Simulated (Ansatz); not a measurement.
`[CH3][GeH]([F])[SeH]` + H₂S → `[CH3][GeH]([F])[SH]` + H₂Se at 600 K and 1 bar (ligand exchange at a Ge–Se bond).

Isolated molecules relaxed with PBE0-D4/def2-TZVP in Ansatz; ΔE leaves out vibrations. CCSD(T)/CBS is the MP2 limit (def2-TZVPP, def2-QZVPP) plus CCSD(T) − MP2 in def2-TZVPP, frozen cores. This one scheme is used for every species. For Ge, Se outer-core shells are correlated without core-valence functions, which leaves a few kJ/mol of doubt a bond. Scalar relativity is left out up to krypton. One conformer a species, not always the lowest.

```csv
species,CCSD(T)/CBS energy (Eh),H − E (kJ/mol),S (J/(mol·K))
`[CH3][GeH]([F])[SeH]`,-4617.74462,204.4,447.7
H₂S,-398.97279,60.8,230.9
`[CH3][GeH]([F])[SH]`,-2614.81526,206.6,432.8
H₂Se,-2401.89790,57.0,244.8
```

H − E and S are ideal-gas, rigid-rotor, harmonic terms from PBE0-D4/def2-TZVP, for one conformer and one mirror image of each species. 1 Eh = 2625.50 kJ/mol, R = 8.31446 J/(mol·K).

Q: By hand: ΔE, ΔH, ΔS and ΔG.

A: ΔE = (-2614.81526) + (-2401.89790) − (-4617.74462) − (-398.97279) = 0.00425 Eh = 11.2 kJ/mol. Δ(H − E) = 206.6 + 57.0 − 204.4 − 60.8 = -1.6, so ΔH = 9.6 kJ/mol. ΔS = 432.8 + 244.8 − 447.7 − 230.9 = -1.0 J/(mol·K). ΔG = 9.6 − 600 × (-1.0)/1000 = 10.2 kJ/mol.

Q: By hand: the equilibrium constant, and the temperature at which ΔG would vanish if ΔH and ΔS stayed fixed.

A: log₁₀ K = −ΔG/(RT ln 10) = -0.9. ΔH and −TΔS have one sign here, so there is no such temperature. One of them is within its doubt of zero, so this could turn.

The number of gas molecules stays the same, so ΔS is small and ΔH decides. A doubt of 5 kJ/mol in ΔE shifts log₁₀ K by 0.4 here. Other conformers and mirror images would add mixing entropy, several J/(mol·K) or more a flexible species. These are equilibria of isolated gas molecules and say nothing of rates. Largest T1 diagnostic: 0.011 (customary marks: 0.02 for closed shells, 0.045 for open ones).
